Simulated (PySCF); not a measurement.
SCF from a fresh guess for quartet YN2, at the PBE0 minimum. PySCF input:

```python
from pyscf import gto, scf, dft
mol = gto.M(atom='''
Y      0.647930    -0.000000     0.000000
N     -1.486400     0.000000     0.000000
N     -2.627350     0.000000     0.000000''',
    basis={'Y': 'def2-TZVP', 'N': 'def2-TZVP'},
    ecp={'Y': 'def2-TZVP'},
    charge=0, spin=3)
mf = dft.UKS(mol, xc='PBE0')
mf.grids.atom_grid = (50, 194)
aux = {'Y': 'def2-universal-JKFIT', 'N': 'def2-universal-JKFIT'}
mf = mf.density_fit(auxbasis=aux)
mf.conv_tol = 1e-08
mf.diis_space = 10
mf.max_cycle = 60
mf.init_guess = 'minao'
mf.verbose = 4
mf.kernel()
```

Excerpt of the output (cycles alone):

```
init E= -143.127973300828
cycle= 1 E= -146.334200406619  delta_E= -3.21  |g|= 1.41  |ddm|= 3.58
cycle= 2 E= -144.000685700325  delta_E= 2.33  |g|=  2.6  |ddm|= 9.63
cycle= 3 E= -147.366204875487  delta_E= -3.37  |g|= 0.589  |ddm|= 9.26
cycle= 4 E= -147.630504102457  delta_E= -0.264  |g|= 0.248  |ddm|=  1.5
cycle= 5 E= -147.644117718455  delta_E= -0.0136  |g|= 0.194  |ddm|= 0.323
cycle= 6 E= -147.662557167603  delta_E= -0.0184  |g|= 0.0333  |ddm|=  0.2
cycle= 7 E= -147.663444402888  delta_E= -0.000887  |g|= 0.0112  |ddm|= 0.0488
cycle= 8 E= -147.663578183834  delta_E= -0.000134  |g|= 0.00451  |ddm|= 0.0206
cycle= 9 E= -147.663638596949  delta_E= -6.04e-05  |g|= 0.00318  |ddm|= 0.0187
cycle= 10 E= -147.663657994587  delta_E= -1.94e-05  |g|= 0.00146  |ddm|= 0.00787
cycle= 11 E= -147.663673319027  delta_E= -1.53e-05  |g|= 0.000868  |ddm|= 0.0129
cycle= 12 E= -147.663676706608  delta_E= -3.39e-06  |g|= 0.000289  |ddm|= 0.0054
cycle= 13 E= -147.663678015963  delta_E= -1.31e-06  |g|= 0.000118  |ddm|= 0.00525
cycle= 14 E= -147.663678089728  delta_E= -7.38e-08  |g|= 2.8e-05  |ddm|= 0.00123
cycle= 15 E= -147.663678092078  delta_E= -2.35e-09  |g|= 9.8e-06  |ddm|= 0.000189
Extra cycle  E= -147.663678092121  delta_E= -4.32e-11  |g|= 1.9e-05  |ddm|= 5.43e-05
converged SCF energy = -147.663678092121  <S^2> = 3.7671391  2S+1 = 4.0085604
```

No lower solution of this spin was found from smeared starts or by a stability analysis within the unrestricted form.

With open d or f shells other occupations or spin states may lie lower.

The search for the lowest solution, 3 starts and the stability check together, took 8.2 s on 4 threads of a shared Arm Neoverse V1 host, with 102 basis functions; the process peaked at 0.4 GiB. Launch command: `OMP_NUM_THREADS=4 python axn.py task.json out`.
